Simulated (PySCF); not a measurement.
## Electron correlation in B (boron, neutral)

[He] 2s2 2p1, 2P determinant. Calculation: PySCF 2.14, in 6-31G*; no relativity, point nucleus. Frozen: 1s2; 3 electrons correlated.

MP2 pair energies summed by pair of shells (mhartree):

```tsv
pair	energy	share (%)
2s-2s	-22.22	61.6
2s-2p	-13.84	38.4
```

Total MP2 correlation energy: -36.05 mhartree.

Same-spin part -2.27 and opposite-spin part -33.78 mhartree; SCS-MP2 scales them by 1/3 and 6/5 to -41.30 mhartree.

```tsv
level	correlation energy (mhartree)
CCSD	-56.34
(T)	-0.77
CCSD(T)	-57.11
```

Diagnostics: T1 = 0.0095, D1 = 0.0166, largest double amplitude 0.145.

Is a single reference adequate?

Mostly. T1 lies below 0.03, but a double amplitude of this size points to a near-degeneracy that CCSD handles and MP2 describes poorly.
